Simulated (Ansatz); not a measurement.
C2H5NOSSi (`O[SiH2]N1C=C1S`). The species carries charge 0 and has multiplicity 1. All single points use the PBE0-D4/def2-TZVP geometry. It is one conformer, not always the lowest.

```xyz
11

O     1.681    1.098   -0.562
Si    1.238    0.116    0.687
N    -0.139   -0.919    0.395
C    -0.551   -1.311   -1.007
C    -1.296   -0.456   -0.423
S    -2.509    0.725   -0.332
H     1.117    1.846   -0.763
H     0.891    0.913    1.895
H     2.402   -0.764    0.929
H    -0.168   -1.892   -1.823
H    -2.666    0.643    1.004
```

Q: What is the dipole moment at ωB97M-V/def2-TZVPP? (Estimate.)

A: Ansatz gave: 2.17 D, with components (-1.69, 1.08, -0.83) D in this frame, pointing from negative to positive charge.

Q: And with PBE, r2SCAN, B3LYP? (An estimate is asked.)

A: Computed: PBE 2.07 D, r2SCAN 2.08 D, B3LYP 2.12 D.

Q: Give the Mulliken charges with ωB97M-V, r2SCAN, PBE in def2-TZVPP. (An estimate is asked.)

A: Ansatz gave: 
```json
{"atom": "O1", "ωB97M-V": "-0.39", "r2SCAN": "-0.42", "PBE": "-0.36"}
{"atom": "Si2", "ωB97M-V": "0.46", "r2SCAN": "0.56", "PBE": "0.44"}
{"atom": "N3", "ωB97M-V": "-0.38", "r2SCAN": "-0.36", "PBE": "-0.29"}
{"atom": "C4", "ωB97M-V": "-0.02", "r2SCAN": "-0.03", "PBE": "-0.05"}
{"atom": "C5", "ωB97M-V": "-0.03", "r2SCAN": "0.00", "PBE": "0.01"}
{"atom": "S6", "ωB97M-V": "-0.05", "r2SCAN": "-0.06", "PBE": "-0.08"}
{"atom": "H7", "ωB97M-V": "0.18", "r2SCAN": "0.20", "PBE": "0.19"}
{"atom": "H8", "ωB97M-V": "-0.07", "r2SCAN": "-0.11", "PBE": "-0.10"}
{"atom": "H9", "ωB97M-V": "-0.04", "r2SCAN": "-0.08", "PBE": "-0.07"}
{"atom": "H10", "ωB97M-V": "0.20", "r2SCAN": "0.19", "PBE": "0.19"}
{"atom": "H11", "ωB97M-V": "0.13", "r2SCAN": "0.11", "PBE": "0.12"}
```

B3LYP here is the variant with VWN-RPA as its local correlation; programs differ in this.
